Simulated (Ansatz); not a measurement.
Consider the ligand exchange at the Si–C bond: `O/C=[C](\[AlH2])[SiH3]` + `C[S][Mg][OH]` → `C[S][Mg][O][SiH3]` + `O/C=[CH]\[AlH2]`.

Calculated with Ansatz (gas phase, PBE0-D4/def2-TZVP geometries, no zero-point term in ΔE). CCSD(T)/CBS adds triple-zeta CCSD(T) − MP2 to the extrapolated MP2 energy (def2 sets, frozen cores). Double bonds are as drawn, so ΔE can hold a change between cis and trans. Functionals use def2-TZVPP. B3LYP here is the variant with VWN-RPA as its local correlation; programs differ in this. For Mg outer-core shells are correlated without core-valence functions, which leaves a few kJ/mol of doubt a bond. Each species was taken in one conformer, which may not be the lowest.

`O/C=[C](\[AlH2])[SiH3]`:

```xyz
12

O    -2.354    0.651   -0.109
C    -1.045    0.900   -0.233
C    -0.017    0.053   -0.015
Al   -0.345   -1.756    0.543
Si    1.688    0.719   -0.279
H    -2.485   -0.268    0.174
H    -0.911    1.935   -0.551
H     0.808   -2.802    0.817
H    -1.883   -2.163    0.721
H     1.620    2.144   -0.713
H     2.421   -0.056   -1.319
H     2.503    0.643    0.966
```

`C[S][Mg][OH]`:

Cartesian coordinates in Å:
```
C 1.403 0.982 -0.375
S -0.358 1.465 -0.306
Mg -1.416 -0.473 0.275
O -2.185 -1.978 0.763
H 1.964 1.873 -0.658
H 1.770 0.643 0.593
H 1.587 0.213 -1.126
H -2.765 -2.724 0.833
```

`C[S][Mg][O][SiH3]`:

Cartesian coordinates in Å:
```
C 2.706 0.359 1.671
S 2.248 -1.225 0.881
Mg 0.250 -0.769 -0.113
O -1.319 -0.400 -0.889
Si -2.733 -0.077 -1.593
H 2.832 1.158 0.941
H 3.663 0.197 2.166
H 1.981 0.663 2.426
H -3.750 0.360 -0.592
H -2.601 1.012 -2.604
H -3.278 -1.277 -2.293
```

`O/C=[CH]\[AlH2]`:

Z-matrix (Å, degrees):
```
C
C 1 1.344
O 1 1.341 2 127.2
H 1 1.088 2 123.3 3 -180.0
Al 2 1.913 1 123.5 3 -0.0
H 2 1.087 1 113.9 3 180.0
H 3 0.969 1 109.4 2 0.0
H 5 1.601 2 115.1 1 0.0
H 5 1.582 2 124.2 1 -180.0
```

(1) Is it downhill or uphill in electronic energy at CCSD(T)/CBS, and by how much? (An estimate is asked.)

(2) What do these levels give: PBE-D4, B3LYP-D4, ωB97M-V, HF/def2-TZVPP, MP2/def2-TZVPP, MP2/def2-QZVPP? (Best estimate.)

Largest T1 diagnostic among the species: 0.014.

## Answers

(1) The calculation gave: Downhill: ΔE = -1.12 eV.

(2) The calculation gave: PBE-D4 -0.96, B3LYP-D4 -1.11, ωB97M-V -1.09, HF/def2-TZVPP -1.37, MP2/def2-TZVPP -1.09, MP2/def2-QZVPP -1.10 eV.

In def2-TZVPP, CCSD(T) changes the Hartree–Fock value by +0.25 eV (the triples alone add +0.04 eV) and MP2 by +0.28 eV. The D4 term adds +0.07 eV with B3LYP and +0.04 eV with PBE0; it sums over pairs of atoms, weighted by their polarisabilities, and B3LYP, whose exchange is more repulsive, gets the larger term. From PBE to PBE0 (25 % exact exchange), in def2-TZVPP and without D4, ΔE moves by −0.05 eV.
